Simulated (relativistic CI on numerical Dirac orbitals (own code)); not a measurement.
## Mn3+ in a cubic cluster: 2p photoemission with charge transfer

Computed with a charge-transfer multiplet model of a cubic metal-ligand cluster with up to one ligand hole, Slater and spin-orbit integrals from Dirac-Coulomb-Breit ions, Slater integrals scaled by 0.8. The ground state mixes d4 with configurations of k ligand holes L, whose averages lie at kΔ + k(k − 1)U_dd/2; a core hole lowers each added d electron by U_cd. 300 K, Lorentzian 0.6 eV and Gaussian 0.8 eV FWHM.

Atomic integrals in eV (Slater integrals scaled, ζ unscaled), ground: F2dd 9.084, F4dd 5.682, zeta_d 0.043; with the core hole: F2dd 10.486, F4dd 6.599, zeta_d 0.067, zeta_core 6.784, F2cd 6.154, G1cd 4.692, G3cd 2.668.

Cluster parameters (eV): Δ = 4.7, U_dd = 5.3, 10Dq = 0.6, 10Dq(ligand) = 0.5, V(eg) = 1.7, V(t2g) = -0.89, final-state hopping factor = 1.

| Case | n_d | d4 | d5L | S |
| --- | --- | --- | --- | --- |
| U_cd = 5.7 eV | 4.24 | 0.76 | 0.24 | 2.00 |
| U_cd = 6.3 eV | 4.24 | 0.76 | 0.24 | 2.00 |
| U_cd = 8.1 eV | 4.24 | 0.76 | 0.24 | 2.00 |

Weights, n_d and S are thermal averages at 300 K. Binding energies count from the first peak over 30 % of the highest in each spectrum, which can be another peak from case to case. The parameters are a model scan and need not match a compound or its usual spin state. Peaks in eV (height, largest 100):
- U_cd = 5.7 eV: 0.0 (100), 1.3 (85), 5.9 (42), 13.3 (64), 17.0 (22), 20.6 (8)
- U_cd = 6.3 eV: 0.0 (100), 1.3 (86), 2.2 (73), 5.9 (47), 13.4 (66), 17.1 (24), 20.8 (11)
- U_cd = 8.1 eV: 0.0 (100), 1.4 (87), 2.4 (72), 3.9 (65), 5.9 (60), 9.7 (43), 12.5 (62), 13.7 (71), 15.4 (37), 17.3 (31), 21.6 (23)

For the case U_cd = 6.3 eV, Δ = 4.7 eV is smaller than U_dd = 5.3 eV, the charge-transfer side of the Zaanen-Sawatzky-Allen scheme. With the core hole the configuration with one ligand hole lies at Δ − U_cd = -1.0, -1.6, -3.4 eV from the one without, in the order of the table; where this is negative the screened configuration lies lower, though the effective hopping of about 3.2 eV (from the holes of the mixed ground state) mixes the two strongly wherever it is as large as the gap.

With at most 1 ligand hole the space is cut while the next configuration still counts, so covalency is underestimated, and a final configuration with one more ligand hole, which can lie low, is missing from the spectra.
